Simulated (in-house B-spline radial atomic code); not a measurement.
Values are calculated unless marked as measured or tabulated.
**Yb at several levels of theory**

Ground configuration [Xe] 4f14 6s2. All numbers come from a B-spline radial code for spherical atoms, all electrons, at the radial basis limit. Mean-field, RPA, GW and linear-response runs are scalar-relativistic (one-electron X2C), no spin-orbit coupling, without Breit or QED terms, open shells spin-polarised at highest spin; the many-body runs on Dirac-Hartree-Fock orbitals are four-component, and their energies hold both.

Without the two-electron picture change, the correlation of inner shells comes somewhat too large for so heavy an element.

**Ionisation energy.** The reference is 6.254 eV (NIST, measured).

```json
{"method": "LDA VWN5, difference of total energies", "value (eV)": "6.54", "minus reference (eV)": "+0.29"}
{"method": "PBE, difference of total energies", "value (eV)": "6.33", "minus reference (eV)": "+0.08"}
{"method": "exact exchange + RPA on PBE", "value (eV)": "6.67", "minus reference (eV)": "+0.42"}
{"method": "exact exchange + RPA + SOSEX on PBE", "value (eV)": "6.29", "minus reference (eV)": "+0.03"}
{"method": "r2SCAN, difference of total energies", "value (eV)": "6.10", "minus reference (eV)": "-0.15"}
{"method": "minus the highest PBE0 level", "value (eV)": "4.43", "minus reference (eV)": "-1.82"}
{"method": "PBE0, difference of total energies", "value (eV)": "6.15", "minus reference (eV)": "-0.10"}
{"method": "G0W0 on PBE0", "value (eV)": "6.38", "minus reference (eV)": "+0.13"}
{"method": "minus the highest B3LYP (VWN-RPA) level", "value (eV)": "4.36", "minus reference (eV)": "-1.89"}
{"method": "B3LYP (VWN-RPA), difference of total energies", "value (eV)": "6.37", "minus reference (eV)": "+0.12"}
{"method": "minus the highest CAM-B3LYP level", "value (eV)": "5.33", "minus reference (eV)": "-0.92"}
{"method": "minus the highest LC-wPBE level", "value (eV)": "6.13", "minus reference (eV)": "-0.12"}
{"method": "minus the highest Hartree-Fock level", "value (eV)": "5.34", "minus reference (eV)": "-0.92"}
{"method": "Hartree-Fock, difference of total energies", "value (eV)": "5.13", "minus reference (eV)": "-1.12"}
{"method": "G0W0 on Hartree-Fock", "value (eV)": "6.29", "minus reference (eV)": "+0.04"}
{"method": "MP2, difference of total energies", "value (eV)": "6.32", "minus reference (eV)": "+0.06"}
{"method": "CI + MBPT for the two outer electrons", "value (eV)": "6.17", "minus reference (eV)": "-0.08"}
{"method": "Dirac-Fock + self-energy with TDHF screening (6s1/2)", "value (eV)": "5.93", "minus reference (eV)": "-0.32"}
```

Q: Which methods come closest, and which lies farthest off?

A: Closest: exact exchange + RPA + SOSEX on PBE (+0.03 eV) and G0W0 on Hartree-Fock (+0.04 eV). Farthest: minus the highest B3LYP (VWN-RPA) level (-1.89 eV).

**Static dipole polarisability and C6** of two like species, by linear response:

```tsv
method	α (bohr³)	C6 (hartree·bohr⁶)
LDA VWN5	125.5	1693
PBE	137.9	1934
PBE0	148	2129
B3LYP (VWN-RPA)	134.4	1857
CAM-B3LYP	136.2	1895
LC-wPBE	159.5	2375
TDHF	179.4	2791
relativistic RPA (four-component TDHF)	178.6	2762
```

Q: What mean excitation energy do α and C6 imply in London's formula C6 = (3/4) α² ω?

A: LDA VWN5: ω = 0.143 hartree; relativistic RPA (four-component TDHF): ω = 0.115 hartree. A method that puts the excitations lower gives a larger α and a smaller ω.

Q: How do these compare with the recommended polarisability?

A: The recommended value is 139 bohr³ (Schwerdtfeger and Nagle, table of static dipole polarizabilities (2023 update)). The methods run from -10 % to +29 %; PBE is nearest (-1 %).

**Lowest terms** (eV, full linear response; a dash marks a state above the method's threshold or not assigned, «imaginary» a triplet instability of the closed-shell solution):

```csv
method,6s → 6p 3P,6s → 5d 3D,6s → 6p 1P
LDA VWN5,2.518,2.797,-
PBE,-,2.529,-
PBE0,1.965,2.551,3.093
B3LYP (VWN-RPA),2.336,2.741,3.167
CAM-B3LYP,2.266,2.853,3.169
LC-wPBE,1.608,2.589,2.893
TDHF,0.901,2.520,2.875
BSE on G0W0@HF,2.479,3.870,3.843
"CI + MBPT, average over J",2.275,3.002,3.159
"measured, average over J (NIST)",2.339,3.092,3.108
```

Q: Which methods give these terms best?

A: Mean absolute differences from the measured values, for methods that give all terms: CI + MBPT, average over J 0.07 eV; CAM-B3LYP 0.12 eV; B3LYP (VWN-RPA) 0.14 eV; PBE0 0.31 eV; LC-wPBE 0.48 eV; BSE on G0W0@HF 0.55 eV; TDHF 0.75 eV.

Run times on one thread of shared hosts: mean field, RPA, SOSEX and G0W0 on PBE, for the atom and its ion, 26 s (Arm Neoverse N1); TDDFT with PBE, 2.1 s (Intel Xeon Platinum 8488C (Sapphire Rapids)); G0W0 and BSE, 17 s (Intel Xeon Platinum 8488C (Sapphire Rapids)); CI + MBPT, 210 s (Arm Neoverse V1); removal energies by the self-energy, 80 s (Intel Xeon Platinum 8259CL CPU @ 2.50GHz).
